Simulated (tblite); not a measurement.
C3H5N3S.
Atom-mapped SMILES: `[CH3:1][S:2][c:3]1[cH:4][n:5][nH:6][n:7]1` (hydrogens: H8, H9, H10 on C1; H11 on C4; H12 on N6)

The geometry is computed with GFN2-xTB (gas phase).

What internal coordinates does the optimisation give?

| bond | length (bohr) |
| --- | --- |
| C1–S2 | 3.429 |
| S2–C3 | 3.279 |
| C3–C4 | 2.667 |
| C4–N5 | 2.490 |
| N5–N6 | 2.480 |
| N6–N7 | 2.496 |
| C3–N7 | 2.511 |
| C1–H8, C1–H9, C1–H10 | 2.050 |
| C4–H11 | 2.018 |
| N6–H12 | 1.905 |

Bonds in one row agree within 0.02 bohr and their mean is given. A selection of angles:
| angle | degrees |
| --- | --- |
| S2–C1–H8 | 109.0 |
| S2–C1–H9 | 106.7 |
| H8–C1–H9 | 110.8 |
| H8–C1–H10 | 110.4 |
| C1–S2–C3 | 99.2 |
| S2–C3–C4 | 128.0 |
| S2–C3–N7 | 124.0 |
| C4–C3–N7 | 108.0 |
| C3–C4–N5 | 107.8 |
| C3–C4–H11 | 129.4 |
| N5–C4–H11 | 122.8 |
| C4–N5–N6 | 104.9 |
| N5–N6–N7 | 115.3 |
| N5–N6–H12 | 122.6 |
| N7–N6–H12 | 122.1 |
| C3–N7–N6 | 104.0 |

Dihedral angles: C1–S2–C3–C4 180° (antiperiplanar).

The 2 C–S bonds span 1.735 Å (S2–C3, drawn single) to 1.815 Å (C1–S2, drawn single), a spread of 0.080 Å. The 5-membered ring C3–C4–N5–N6–N7 has internal angles of 104.0° to 115.3° (sum 540°, against 540° for a flat polygon); it is planar, 0.00 Å rms from its mean plane, widest ring torsion 0°. Of the pairs four or more bonds apart, N7···H8 is among the closest relative to their van der Waals radii: 2.73 Å, 99 % of the sum of Bondi's values. N6 (pyrrole-type nitrogen) is planar (angles 122.6°, 122.1° and 115.3°, sum 360.0°, 0.00 Å off the plane of its three neighbours). The 7 heavy atoms lie in one plane (0.000 Å rms).

Point group: Cs (tolerance 0.08 Å). Its GFN2-xTB frequencies are all real (lowest 71 cm⁻¹). The numbers are those of one conformer.
